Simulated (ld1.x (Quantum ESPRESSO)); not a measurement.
# Before and after: TM potential for lanthanum (La)

| Property | Result |
| --- | --- |
| Element | La (Z = 57) |
| Generator | ld1.x (Quantum ESPRESSO) 7.5 |
| Type | norm-conserving Troullier–Martins (Kleinman–Bylander form) |
| Functional | PBEsol |
| Relativity | scalar-relativistic |
| Frozen core | [Kr] 4d10 |
| Valence charge | 11 |
| Reference configuration | 4f0 5s2 5p6 5d1 6s2 6p0 |
| Partial waves | 5p (bound): rc 2.15 bohr; 5d (bound): rc 3.85 bohr; 4f (bound, empty): rc 1.40 bohr; 5s (bound): rc 1.80 bohr |
| Local potential | the s channel |
| Core correction | none |

Occupied shells without a wave of their own: 6s. They enter only through the test configuration that unscreens the potential.

All-electron outer shells of the reference configuration (PBEsol, scalar-relativistic, ld1.x):

```tsv
shell	level (eV)	outermost node (bohr)	outermost maximum (bohr)
4p	-199.76	0.34	0.63
4d	-103.77	0.32	0.68
5s	-38.95	0.77	1.41
5p	-22.40	0.83	1.58
4f	-4.39	–	0.75
6s	-3.70	1.86	3.79
5d	-3.10	0.95	2.21
6p	-1.34	2.21	4.93
```

Change: wave 5s (bound): rc 1.80 bohr becomes 5s (bound): rc 2.16 bohr.

Cutoffs: the cutoffs (Ry, on a coarse ladder) from which the occupation-weighted sum of valence levels, in a spherical-Bessel basis at the reference potential, stays within 10 and 1 mRy of its value at 400 Ry; they do not see the model core or the augmentation charge, which bear on the density cutoff. Errors are all-electron minus pseudo energies relative to the spin-unpolarised reference configuration.

Task: What does the change do?

Result: The potential gets softer (45 Ry and 80 Ry → 35 Ry and 50 Ry); the miss of the reference levels goes from 0.08 to 0.41 eV; of the 7 tests that both files solve, the error grows in 6 and shrinks in 0 by more than 15 % and 0.3 meV (median size 112.9 → 349.1 meV); neither file shows a bound ghost at the reference potential, the only one tested. A larger radius leaves more room for a smooth pseudo-wave, so fewer plane waves are needed. More of the atom is replaced by a form fitted at one configuration, so other configurations suffer.

| quantity | base | changed |
| --- | --- | --- |
| cutoff, loose | 45 Ry | 35 Ry |
| cutoff, tight | 80 Ry | 50 Ry |
| loose cutoff by channel (10 mRy a level) | p 18 Ry, d 8 Ry, s 35 Ry | p 18 Ry, d 8 Ry, s 18 Ry |
| bound ghosts | none | none |
| largest miss of a reference level, eV | 0.08 | 0.41 |
| error for 4f0 5s2 5p6 5d1 6s1 6p0, meV [ΔE 6.00 eV] | -113 | -544 |
| error for 4f0 5s2 5p6 5d1 6s0 6p0, meV [ΔE 16.85 eV] | -303 | -1461 |
| error for 4f0 5s2 5p6 5d0 6s0 6p0, meV [ΔE 35.75 eV] | -411 | -2054 |
| error for 4f1 5s2 5p6 5d1 6s0 6p0, meV [ΔE 6.89 eV] | +266 | -301 |
| error for 4f0 5s2 5p6 5d2 6s1 6p0, meV [ΔE 0.81 eV] | -70 | -349 |
| error for 4f0 5s2 5p5 5d1 6s2 6p0, meV [ΔE 26.98 eV] | +0.9 | +72 |
| error for 4f0 5s2 5p6 5d0 6s2 6p1, meV [ΔE 2.33 eV] | +32 | +55 |
| s: phases at 4.21 bohr within 0.05 rad from the reference energy up to (Ry; the scan ends near 5) | -0.4 | -0.6 |
| p: phases at 4.21 bohr within 0.05 rad from the reference energy up to (Ry; the scan ends near 5) | 2.4 | 2.2 |
| d: phases at 4.21 bohr within 0.05 rad from the reference energy up to (Ry; the scan ends near 5) | 4.0 | to the end of the scan |
| f: phases at 4.21 bohr within 0.05 rad from the reference energy up to (Ry; the scan ends near 5) | 2.4 | 2.6 |

Base: The cutoffs count occupied waves only; the empty 4f level needs 160 Ry at the loose tolerance. The 6s level has no wave, so the channel is fitted at the deeper level alone: the likely source of the large errors. Changed file: The cutoffs count occupied waves only; the empty 4f level needs 160 Ry at the loose tolerance. These tests converged, but a pseudo level misses the all-electron one widely, so the file describes the atom poorly there or has found another state: 4f1 5s2 5p6 5d1 6s0 6p0: 4f by 1.0 eV. The 6s level has no wave, so the channel is fitted at the deeper level alone: the likely source of the large errors.
